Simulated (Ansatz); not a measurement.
## Energy profile

The step: AlH₃SO₂ ([OH][Al]([OH])[SH]) + H₂ → AlH₃O₂ ([OH][AlH][OH]) + H₂S (still joined by a long Al–S bond); bonds formed: Al1–H6, S2–H5; bonds broken: H5–H6; bonds weakened to dative contacts: Al1–S2 (atoms numbered as in the saddle structure below).

```
9
angstrom
Al -0.3588 -0.0548 0.1314
S 1.4925 1.2016 -0.6961
O -0.0017 -1.6611 -0.2903
O -1.8382 0.7543 -0.0250
H 1.0599 0.9404 0.8040
H 0.3370 0.4385 1.5964
H 2.2415 0.0840 -0.6864
H -0.5345 -2.4116 -0.0367
H -2.3977 0.7087 -0.7973
```

Electronic energies by CCSD(T) at an estimated basis limit (MP2 extrapolated from triple and quadruple zeta, plus CCSD(T) − MP2 in triple zeta), on PBE0-D4/def2-TZVP structures; AlH5SO2, closed shell; no counterpoise correction. Program: Ansatz 0.2.0. Basis: def2-TZVPP and def2-QZVPP. Cores are frozen in the correlated methods. Extrapolation: Hartree–Fock as exp(−7.88 √X), correlation as X^−2.97.

**Question.** Give the profile in kcal/mol, counted from the separated reactants. (An estimate is asked for; the value comes from the calculation.)

**Answer.** The calculation gives:
| point | kcal/mol |
| --- | --- |
| separated: AlH3SO2 (linked as [OH][Al]([OH])[SH]; Al1, S2, O3, O4, H7, H8, H9; singlet) + H2 (H5, H6; singlet) | 0.00 |
| start structure | -1.12 |
| saddle | 29.39 |
| end structure | 11.57 |
| separated: AlH3O2 (linked as [OH][AlH][OH]; Al1, O3, O4, H6, H8, H9; singlet) + H2S (S2, H5, H7; singlet) | 21.23 |

T1 diagnostic: at most 0.013.

For scale, one of the runs: CCSD(T)/def2-TZVPP, 216 basis functions, launched by `ansatz run in.yaml --threads 4 --pin off --events-out ev --progress --plain --max-ram 9574MiB`. Time: 53 s of wall clock on 4 CPU threads of an Arm Neoverse V2; the host was shared. Peak host memory: 3.1 GiB.
